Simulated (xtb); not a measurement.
C₄H₉BO₂ (SMILES C=CCOB(C)O), singlet, geometry from GFN2-xTB. Base run: GFN0-xTB run with xtb 6.7.1.

xtb was given this input:
```
$ xtb mol.xyz --gfn 0 --json

# file mol.xyz
16

C      2.74338389     0.22549765     0.34904990
C      1.68139064     0.62888805    -0.32425605
C      0.80047299    -0.27060804    -1.14238911
O     -0.57838517    -0.02186098    -0.94608282
B     -1.20809889    -0.13669847     0.25588193
C     -2.77583325     0.13522956     0.27725420
O     -0.58854932    -0.47429655     1.41240523
H      3.05626289    -0.80687322     0.35340920
H      3.35672123     0.91063240     0.90849215
H      1.37749951     1.66695013    -0.31933828
H      1.02976826    -1.32529384    -0.93473261
H      0.98487861    -0.08235605    -2.20816575
H     -3.12717273     0.51900514    -0.67461270
H     -3.31986614    -0.78059269     0.49217018
H     -3.03772306     0.84691425     1.05465550
H      0.35911633    -0.60967682     1.36017987
```

Variants of this job, named by their change:

```json
[
 {"change": "base", "ΔE vs base (kcal/mol)": "0.000", "HOMO-LUMO gap (eV)": "4.47"},
 {"change": "acc = 30", "ΔE vs base (kcal/mol)": "0.000", "HOMO-LUMO gap (eV)": "4.47"},
 {"change": "etemp = 10", "ΔE vs base (kcal/mol)": "0.000", "HOMO-LUMO gap (eV)": "4.47"}
]
```
